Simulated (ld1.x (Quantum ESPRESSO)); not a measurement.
# Plane-wave convergence, TM potential for Pb (Z = 82)

ld1.x (Quantum ESPRESSO) 7.5 input, shortened:

```
&input
   title='Pb', zed=82., rel=2, dft='PZ', iswitch=3,
   config='[Xe] 4f14 5d10 6s2 6p2', rel_dist='average'
 /
 &inputp
   pseudotype=2, tm=.true., lloc=-1, rcloc=1.45,
   nlcc=.false.
 /
2
6S  1  0   2.00   0.00  1.80  1.80  0.0
6P  2  1   2.00   0.00  1.85  1.85  0.0
 &test
   configts(1)='6s2 6p2'
 /
```

Open shells are filled in proportion to 2j + 1 (rel_dist='average').

The pseudo-atom Hamiltonian at the reference potential is diagonalised in spherical Bessel functions j_l(qr) that vanish at 20 bohr, with q² up to the cutoff. All-electron valence levels (Ry): 6s -0.9016, 6p1/2 -0.3547, 6p3/2 -0.2440.

**Question.** How do the lowest levels (Ry) of each channel move with the cutoff, and are there ghosts?

**Answer.**

| cutoff (Ry) | s #1 | s #2 | p1/2 #1 | p1/2 #2 | p3/2 #1 | p3/2 #2 | d #1 | d #2 | f #1 | f #2 | Σ f·Δε (mRy) |
| --- | --- | --- | --- | --- | --- | --- | --- | --- | --- | --- | --- |
| 8 | -1.7094 | -0.8817 | -0.3432 | 0.0184 | -0.2499 | 0.0262 | -0.2040 | 0.0569 | 0.1043 | 0.2229 | 57.5 |
| 15 | -6.3782 | -0.8879 | -0.3589 | 0.0176 | -0.2895 | 0.0229 | -0.7504 | 0.0501 | 0.1043 | 0.2228 | 92.2 |
| 25 | -9.7734 | -0.9003 | -0.7642 | -0.3442 | -1.0760 | -0.2063 | -1.3553 | 0.0471 | 0.1043 | 0.2228 | 63.1 |
| 45 | -10.8851 | -0.9023 | -2.1811 | -0.3548 | -2.4359 | -0.2435 | -1.7210 | 0.0455 | 0.1043 | 0.2228 | 2.6 |
| 60 | -10.9431 | -0.9026 | -2.2521 | -0.3552 | -2.5141 | -0.2436 | -1.7555 | 0.0454 | 0.1043 | 0.2228 | 1.4 |
| 90 | -10.9563 | -0.9027 | -2.2777 | -0.3553 | -2.5491 | -0.2443 | -1.7609 | 0.0453 | 0.1043 | 0.2228 | 0.3 |
| 400 | -10.9565 | -0.9028 | -2.2788 | -0.3553 | -2.5500 | -0.2444 | -1.7610 | 0.0453 | 0.1043 | 0.2228 | 0.0 |

Result: ghost states, extra bound levels that the all-electron valence spectrum of the same l lacks: s at -149.1 eV, p3/2 at -34.7 eV, p1/2 at -31.0 eV, d at -24.0 eV (a true bound ghost makes a file unfit for plane-wave use); 10 mRy is reached at 35 Ry and 1 mRy at 70 Ry.
